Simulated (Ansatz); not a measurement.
**Molecular dynamics of C₃H₆O₂Si**

Input:

```yaml
crystal:
  periodic: [false, false, false]
  atoms:
    - { symbol: C, position_ang: [-0.053708, -2.365165, -0.944901] }
    - { symbol: C, position_ang: [-0.128556, -1.109881, -0.581617] }
    - { symbol: C, position_ang: [-0.181441, 0.141231, -0.190409] }
    - { symbol: O, position_ang: [-0.958736, 1.152492, -0.829161] }
    - { symbol: Si, position_ang: [0.695003, 0.967316, 1.25309] }
    - { symbol: O, position_ang: [0.156403, 2.590475, 1.174692] }
    - { symbol: H, position_ang: [-0.736696, -3.132896, -0.556361] }
    - { symbol: H, position_ang: [0.697723, -2.728062, -1.659406] }
    - { symbol: H, position_ang: [-1.42034, 0.67718, -1.600828] }
    - { symbol: H, position_ang: [0.32845, 0.338244, 2.505855] }
    - { symbol: H, position_ang: [2.13307, 0.868236, 1.104582] }
    - { symbol: H, position_ang: [-0.454172, 2.545531, 0.358264] }
basis:
  gaussian: { orbitals: STO-3G }
hamiltonian:
  xc: pbe0
  dispersion: d4
md:
  timestep: 0.5
  n_steps: 203
  ensemble: nve
  temperature: 700.0
  initial_velocities: maxwell_boltzmann
  seed: 194178
  masses: [{ species: H, mass: 2.014 }]
```

Launched with:

```bash
$ ansatz run input.yaml --threads 1 --pin off --max-ram 2048MiB --backend cpu --events-out ev --progress --plain --runs-dir out
```

It starts from a relaxed structure.

Output, in part (one step line in 4, the closing report, with atoms numbered from 0):

```
md step     0: t =     0.00 fs  T =   700.0 K  F+E_penalty+E_count = -14980.95880844 eV  E_kin = 0.904820 eV  conserved = -14980.05398844 eV  (24 SCF iters)
md step     4: t =     2.00 fs  T =   553.2 K  F+E_penalty+E_count = -14980.76651232 eV  E_kin = 0.715021 eV  conserved = -14980.05149138 eV  (30 SCF iters)
md step     8: t =     4.00 fs  T =   467.6 K  F+E_penalty+E_count = -14980.65606567 eV  E_kin = 0.604410 eV  conserved = -14980.05165525 eV  (30 SCF iters)
md step    12: t =     6.00 fs  T =   451.2 K  F+E_penalty+E_count = -14980.63641008 eV  E_kin = 0.583229 eV  conserved = -14980.05318145 eV  (30 SCF iters)
md step    16: t =     8.00 fs  T =   273.4 K  F+E_penalty+E_count = -14980.40471447 eV  E_kin = 0.353382 eV  conserved = -14980.05133247 eV  (25 SCF iters)
md step    20: t =    10.00 fs  T =   198.9 K  F+E_penalty+E_count = -14980.30804619 eV  E_kin = 0.257058 eV  conserved = -14980.05098778 eV  (29 SCF iters)
md step    24: t =    12.00 fs  T =   272.8 K  F+E_penalty+E_count = -14980.40573477 eV  E_kin = 0.352642 eV  conserved = -14980.05309290 eV  (29 SCF iters)
md step    28: t =    14.00 fs  T =   218.5 K  F+E_penalty+E_count = -14980.33401783 eV  E_kin = 0.282462 eV  conserved = -14980.05155614 eV  (30 SCF iters)
md step    32: t =    16.00 fs  T =   240.2 K  F+E_penalty+E_count = -14980.36202746 eV  E_kin = 0.310506 eV  conserved = -14980.05152110 eV  (29 SCF iters)
md step    36: t =    18.00 fs  T =   356.0 K  F+E_penalty+E_count = -14980.51314590 eV  E_kin = 0.460192 eV  conserved = -14980.05295376 eV  (29 SCF iters)
md step    40: t =    20.00 fs  T =   338.5 K  F+E_penalty+E_count = -14980.48951938 eV  E_kin = 0.437570 eV  conserved = -14980.05194903 eV  (29 SCF iters)
md step    44: t =    22.00 fs  T =   328.6 K  F+E_penalty+E_count = -14980.47615231 eV  E_kin = 0.424776 eV  conserved = -14980.05137581 eV  (30 SCF iters)
md step    48: t =    24.00 fs  T =   397.3 K  F+E_penalty+E_count = -14980.56664450 eV  E_kin = 0.513558 eV  conserved = -14980.05308660 eV  (29 SCF iters)
md step    52: t =    26.00 fs  T =   334.1 K  F+E_penalty+E_count = -14980.48352465 eV  E_kin = 0.431809 eV  conserved = -14980.05171521 eV  (26 SCF iters)
md step    56: t =    28.00 fs  T =   318.7 K  F+E_penalty+E_count = -14980.46353298 eV  E_kin = 0.411907 eV  conserved = -14980.05162641 eV  (29 SCF iters)
md step    60: t =    30.00 fs  T =   379.1 K  F+E_penalty+E_count = -14980.54281414 eV  E_kin = 0.490073 eV  conserved = -14980.05274096 eV  (29 SCF iters)
md step    64: t =    32.00 fs  T =   332.3 K  F+E_penalty+E_count = -14980.48147907 eV  E_kin = 0.429511 eV  conserved = -14980.05196813 eV  (30 SCF iters)
md step    68: t =    34.00 fs  T =   290.0 K  F+E_penalty+E_count = -14980.42604301 eV  E_kin = 0.374830 eV  conserved = -14980.05121329 eV  (30 SCF iters)
md step    72: t =    36.00 fs  T =   356.9 K  F+E_penalty+E_count = -14980.51408757 eV  E_kin = 0.461388 eV  conserved = -14980.05269965 eV  (30 SCF iters)
md step    76: t =    38.00 fs  T =   336.3 K  F+E_penalty+E_count = -14980.48696585 eV  E_kin = 0.434760 eV  conserved = -14980.05220593 eV  (29 SCF iters)
md step    80: t =    40.00 fs  T =   292.6 K  F+E_penalty+E_count = -14980.42981439 eV  E_kin = 0.378255 eV  conserved = -14980.05155903 eV  (30 SCF iters)
md step    84: t =    42.00 fs  T =   330.6 K  F+E_penalty+E_count = -14980.47944860 eV  E_kin = 0.427333 eV  conserved = -14980.05211533 eV  (30 SCF iters)
md step    88: t =    44.00 fs  T =   360.9 K  F+E_penalty+E_count = -14980.51837408 eV  E_kin = 0.466470 eV  conserved = -14980.05190383 eV  (30 SCF iters)
md step    92: t =    46.00 fs  T =   399.7 K  F+E_penalty+E_count = -14980.56848801 eV  E_kin = 0.516604 eV  conserved = -14980.05188445 eV  (29 SCF iters)
md step    96: t =    48.00 fs  T =   453.2 K  F+E_penalty+E_count = -14980.63797469 eV  E_kin = 0.585757 eV  conserved = -14980.05221742 eV  (29 SCF iters)
md step   100: t =    50.00 fs  T =   479.8 K  F+E_penalty+E_count = -14980.67225162 eV  E_kin = 0.620236 eV  conserved = -14980.05201548 eV  (30 SCF iters)
md step   104: t =    52.00 fs  T =   509.7 K  F+E_penalty+E_count = -14980.71125598 eV  E_kin = 0.658859 eV  conserved = -14980.05239714 eV  (30 SCF iters)
md step   108: t =    54.00 fs  T =   488.8 K  F+E_penalty+E_count = -14980.68425717 eV  E_kin = 0.631823 eV  conserved = -14980.05243419 eV  (29 SCF iters)
md step   112: t =    56.00 fs  T =   398.0 K  F+E_penalty+E_count = -14980.56610696 eV  E_kin = 0.514408 eV  conserved = -14980.05169870 eV  (29 SCF iters)
md step   116: t =    58.00 fs  T =   345.8 K  F+E_penalty+E_count = -14980.49892333 eV  E_kin = 0.447041 eV  conserved = -14980.05188231 eV  (30 SCF iters)
md step   120: t =    60.00 fs  T =   304.4 K  F+E_penalty+E_count = -14980.44590121 eV  E_kin = 0.393499 eV  conserved = -14980.05240242 eV  (29 SCF iters)
md step   124: t =    62.00 fs  T =   221.5 K  F+E_penalty+E_count = -14980.33777847 eV  E_kin = 0.286365 eV  conserved = -14980.05141384 eV  (29 SCF iters)
md step   128: t =    64.00 fs  T =   234.8 K  F+E_penalty+E_count = -14980.35572627 eV  E_kin = 0.303470 eV  conserved = -14980.05225639 eV  (29 SCF iters)
md step   132: t =    66.00 fs  T =   245.3 K  F+E_penalty+E_count = -14980.36925217 eV  E_kin = 0.317093 eV  conserved = -14980.05215929 eV  (29 SCF iters)
md step   136: t =    68.00 fs  T =   239.6 K  F+E_penalty+E_count = -14980.36119571 eV  E_kin = 0.309770 eV  conserved = -14980.05142603 eV  (29 SCF iters)
md step   140: t =    70.00 fs  T =   322.1 K  F+E_penalty+E_count = -14980.46836550 eV  E_kin = 0.416303 eV  conserved = -14980.05206282 eV  (26 SCF iters)
md step   144: t =    72.00 fs  T =   387.7 K  F+E_penalty+E_count = -14980.55376014 eV  E_kin = 0.501153 eV  conserved = -14980.05260672 eV  (29 SCF iters)
md step   148: t =    74.00 fs  T =   374.8 K  F+E_penalty+E_count = -14980.53581763 eV  E_kin = 0.484453 eV  conserved = -14980.05136455 eV  (28 SCF iters)
md step   152: t =    76.00 fs  T =   454.2 K  F+E_penalty+E_count = -14980.63963315 eV  E_kin = 0.587036 eV  conserved = -14980.05259690 eV  (29 SCF iters)
md step   156: t =    78.00 fs  T =   455.0 K  F+E_penalty+E_count = -14980.64119841 eV  E_kin = 0.588169 eV  conserved = -14980.05302922 eV  (30 SCF iters)
md step   160: t =    80.00 fs  T =   314.9 K  F+E_penalty+E_count = -14980.45797055 eV  E_kin = 0.406982 eV  conserved = -14980.05098845 eV  (29 SCF iters)
md step   164: t =    82.00 fs  T =   316.2 K  F+E_penalty+E_count = -14980.46077715 eV  E_kin = 0.408737 eV  conserved = -14980.05203978 eV  (29 SCF iters)
md step   168: t =    84.00 fs  T =   316.9 K  F+E_penalty+E_count = -14980.46263199 eV  E_kin = 0.409654 eV  conserved = -14980.05297766 eV  (30 SCF iters)
md step   172: t =    86.00 fs  T =   191.3 K  F+E_penalty+E_count = -14980.29826251 eV  E_kin = 0.247329 eV  conserved = -14980.05093303 eV  (30 SCF iters)
md step   176: t =    88.00 fs  T =   242.2 K  F+E_penalty+E_count = -14980.36463098 eV  E_kin = 0.313036 eV  conserved = -14980.05159457 eV  (26 SCF iters)
md step   180: t =    90.00 fs  T =   373.6 K  F+E_penalty+E_count = -14980.53619535 eV  E_kin = 0.482866 eV  conserved = -14980.05332931 eV  (30 SCF iters)
md step   184: t =    92.00 fs  T =   330.2 K  F+E_penalty+E_count = -14980.47804841 eV  E_kin = 0.426786 eV  conserved = -14980.05126242 eV  (30 SCF iters)
md step   188: t =    94.00 fs  T =   386.6 K  F+E_penalty+E_count = -14980.55132335 eV  E_kin = 0.499717 eV  conserved = -14980.05160660 eV  (30 SCF iters)
md step   192: t =    96.00 fs  T =   502.9 K  F+E_penalty+E_count = -14980.70323072 eV  E_kin = 0.649995 eV  conserved = -14980.05323560 eV  (29 SCF iters)
md step   196: t =    98.00 fs  T =   448.2 K  F+E_penalty+E_count = -14980.63096966 eV  E_kin = 0.579358 eV  conserved = -14980.05161184 eV  (29 SCF iters)
md step   200: t =   100.00 fs  T =   454.4 K  F+E_penalty+E_count = -14980.63907658 eV  E_kin = 0.587351 eV  conserved = -14980.05172516 eV  (29 SCF iters)
md step   203: t =   101.50 fs  T =   508.2 K  F+E_penalty+E_count = -14980.71032026 eV  E_kin = 0.656957 eV  conserved = -14980.05336301 eV  (25 SCF iters)
Total energy: -14980.71033986 eV, -550.5309506997 hartree
Atom 0 at     0.053628    -2.314155    -1.001651 Å, force    -0.409869     0.549880     0.474900 eV/Å
Atom 1 at    -0.092379    -1.071655    -0.570154 Å, force    -0.118615    -2.280877    -0.855473 eV/Å
Atom 2 at    -0.262241     0.143619    -0.155290 Å, force     0.527351     1.030782     0.348040 eV/Å
Atom 3 at    -1.127113     1.098261    -0.769697 Å, force     0.225838     0.141135     0.462002 eV/Å
Atom 4 at     0.639463     0.914067     1.310591 Å, force    -1.452905     2.302617    -0.670579 eV/Å
Atom 5 at     0.419645     2.667619     0.992014 Å, force     0.418775    -2.078567     0.754663 eV/Å
Atom 6 at    -0.559625    -3.171818    -0.626284 Å, force     0.474733     0.667351    -0.273735 eV/Å
Atom 7 at     0.794488    -2.544721    -1.778600 Å, force     0.014972    -0.214291     0.052442 eV/Å
Atom 8 at    -1.462123     0.608956    -1.587355 Å, force    -0.257713    -0.181917    -0.341262 eV/Å
Atom 9 at    -0.132054     0.407297     2.436379 Å, force     0.431449     0.204164     0.229483 eV/Å
Atom 10 at     2.043440     0.683813     1.403794 Å, force     0.420692    -0.370271     0.070908 eV/Å
Atom 11 at    -0.489188     2.598805     0.541773 Å, force    -0.274707     0.229993    -0.251389 eV/Å
Dipole moment:    -0.136146    -0.267362    -0.119630 e Å
```

The run went to its last step. The conserved energy stayed within 0.3 meV per atom of its start (net change 0.052 meV per atom), so the integration is sound. The temperature averaged 0.51 of the 700 K drawn at the start: a run that starts near a minimum puts about half its kinetic energy into the potential. A run of 0.1 ps of so small a system gives no equilibrium averages. Limits of this set-up: minimal basis.

The same pairs are bonded in the first frame and the last. Pairs count as bonded within 1.25 times the sum of covalent radii (0.12 Å more for H–H).

Last frame:

```xyz
12
Properties=species:S:1:pos:R:3
C 0.054 -2.314 -1.002
C -0.092 -1.072 -0.570
C -0.262 0.144 -0.155
O -1.127 1.098 -0.770
Si 0.639 0.914 1.311
O 0.420 2.668 0.992
H -0.560 -3.172 -0.626
H 0.794 -2.545 -1.779
H -1.462 0.609 -1.587
H -0.132 0.407 2.436
H 2.043 0.684 1.404
H -0.489 2.599 0.542
```

Run time: 11 min on 1 CPU thread of a shared host.
